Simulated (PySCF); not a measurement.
CCuO, SMILES O=[C+][Cu], charge +1, multiplicity 1.

Coordinates come from a ωB97X-D3(BJ)/def2-TZVP optimisation. The spin state was assumed, not searched.

These are PySCF with TDA-PBE/def2-TZVPD values and carry that method's errors.

Vertical excitations; the highest root listed may be one member of a degenerate set. Gas-phase values at a fixed geometry. State labels are in the subgroup C2v.

```
state  symmetry  energy (eV)  λ (nm)      f                                     main pairs
-----  --------  -----------  ------  -----  ---------------------------------------------
S1           A1         3.93     315  0.010                                 HOMO→LUMO 98 %
S2           A1         3.98     312  0.000                   HOMO−1→LUMO (degenerate set)
S3           A2         3.98     312  0.000                   HOMO−2→LUMO (degenerate set)
S4           B2         4.22     294  0.002                   HOMO−3→LUMO (degenerate set)
S5           B1         4.22     294  0.002                   HOMO−4→LUMO (degenerate set)
S6           B1         4.76     261  0.019                   HOMO→LUMO+1 (degenerate set)
S7           B2         4.76     261  0.019                   HOMO→LUMO+2 (degenerate set)
S8           B2         4.83     257  0.000  HOMO−1→LUMO+2, HOMO−2→LUMO+1 (degenerate set)
S9           B1         4.83     257  0.000  HOMO−1→LUMO+1, HOMO−2→LUMO+2 (degenerate set)
S10          B2         5.02     247  0.017         HOMO−2→LUMO+1 47 %, HOMO−1→LUMO+2 47 %
T1           A1         3.23     384      0                                HOMO→LUMO 100 %
T2           A1         3.58     346      0                   HOMO−1→LUMO (degenerate set)
T3           A2         3.58     346      0                   HOMO−2→LUMO (degenerate set)
T4           B2         3.81     325      0                              HOMO−3→LUMO 100 %
```
Triplets are in the Tamm–Dancoff approximation.
